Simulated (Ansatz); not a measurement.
Basis-set extrapolation for `C=[C]1[O][Al]1[OH]` (PBE0-D4/def2-TZVP geometry, frozen core, the Gaussian-basis code of Ansatz). Multiplicity 1, RHF reference.

```csv
,def2-TZVPP,def2-QZVPP
HF,-469.236550,-469.254442
MP2 correlation,-0.861921,-0.926699
CCSD(T) correlation,-0.913493,not run
```

Energies in hartree. Use E(X) = E(∞) + A·exp(−7.88·√X) for Hartree–Fock and E(X) = E(∞) + B·X^(−2.97) for correlation, with X = 3 and 4, and add CCSD(T) minus MP2 of the smaller set to the MP2 limit.

What is the CCSD(T) energy at the basis-set limit?

HF limit: -469.254442 + (-0.017892) × 0.13774 = -469.25691. MP2 limit: -0.926699 + (-0.064778) × 0.74074 = -0.97468. Higher-order term: -0.913493 − (-0.861921) = -0.05157. Total: -470.28316 hartree, 83.5 kcal/mol below CCSD(T)/def2-TZVPP.
